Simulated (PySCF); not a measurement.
Dipole moment and polarisability of `C=C(C#CC#N)NC(C)=O`

C₇H₆N₂O.
Numbering: `[CH2:1]=[C:2]([C:3]#[C:4][C:5]#[N:6])[NH:7][C:8]([CH3:9])=[O:10]` (hydrogens: H11, H12 on C1; H13 on N7; H14, H15, H16 on C9)

Cartesian coordinates in Å at the GFN2-xTB level; atoms count from 1:
```xyz
16
C7H6N2O angstrom
C     -0.5092   -2.3046   -0.6188
C     -0.3995   -1.0165   -0.2686
C     -1.5538   -0.2200   -0.1049
C     -2.6244    0.3391   -0.0008
C     -3.7921    1.0204    0.1312
N     -4.7920    1.5787    0.2375
N      0.8415   -0.4174   -0.0540
C      1.0438    0.8896    0.3052
C      2.5093    1.2284    0.4599
O      0.1412    1.6711    0.4756
H      0.3578   -2.9287   -0.7486
H     -1.4712   -2.7522   -0.7806
H      1.6424   -1.0195   -0.1807
H      2.6036    2.2731    0.7406
H      2.9593    0.6076    1.2322
H      3.0357    1.0598   -0.4776
```

Level: PBE0/def2-SVPD (PySCF), static field, nuclei fixed, core orbitals frozen in the response. The polarisability tensor in these axes (au):

```
x   145.67 -24.59  -2.83
y   -24.59 119.17  15.18
z    -2.83  15.18  62.59
```

Q: What are the eigenvalues, a third of the trace, and Δα (Δα² = ½Σ(αi − αj)² over the three pairs)?

A: Principal values 58.64, 107.36 and 161.43 au; mean 109.14 au = 16.17 Å³ = 18.00 × 10⁻⁴⁰ C²·m²/J; Δα = 89.06 au (82 % of the mean).

Q: What is the dipole moment, and where does it point?

A: (7.01, -4.38, -0.87) D, 8.31 D in size, pointing from the negative to the positive side. Measured along this direction, the outermost atoms are N6 at the negative end and H16, H15 and H13 at the positive end.

Q: Find the Langevin capture rate constant for O2+ (31.990 u) meeting this molecule (134.048 u), k = 2.342 × 10⁻⁹ cm³/s × √(α in Å³ / reduced mass in u).

A: The reduced mass is 25.83 u, so k = 1.85 × 10⁻⁹ cm³/s. The formula leaves out the permanent dipole, which adds to the capture rate.

Q: Form Σ f/ω² (atomic units) for the 6 lowest TDDFT singlets, given as eV and f, and set it beside the mean polarisability, which is this sum over all singlets: 4.11, 0.0001; 4.53, 0.1819; 4.62, 0.0001; 5.18, 0.0672; 5.20, 0.0002; 5.71, 0.0009.

A: They add up to 8.46 au, 7.7 % of the 109.14 au; the largest single term is 6.57 au, from the state at 4.53 eV. Terms in order: 0.01, 6.57, 0.00, 1.85, 0.01, 0.02 au. Higher excitations give the rest. The strengths listed sum to 0.250.

Q: In a dilute gas of rigid molecules at 400 K, how does the orientational term μ²/3kT compare with the electronic polarisability?

A: In Gaussian units μ²/3kT = 416.62 Å³ against 16.17 Å³, a ratio of 25.76; the Debye molar polarisation (4π/3)N_A(α + μ²/3kT) is 1091.7 cm³/mol, leaving out the vibrational part.

Q: Directions of the eigenvectors, and the extent of the frame along each?

A: Largest value along (0.84, -0.53, -0.11), where the nuclei span 6.95 Å; middle along (0.54, 0.81, 0.24), 6.62 Å; least along (-0.04, -0.26, 0.96), 1.77 Å. The response follows the extents in order.

Q: What would n − 1 = 2πNα be for an ideal gas of these molecules at 273.15 K and 1 atm, electronic part alone?

A: N = p/kT = 2.6868 × 10¹⁹ cm⁻³, so n − 1 = 2π × N × 16.17 × 10⁻²⁴ cm³ = 2730 × 10⁻⁶ at long wavelengths.

Geometry: GFN2-xTB, one conformer, isolated molecule.

The run behind these numbers computed excited states as well. Hardware: Intel Xeon Platinum 8488C, one thread, no GPU (shared host). Cost: 51 s of wall time, 1.0 GiB resident at most.
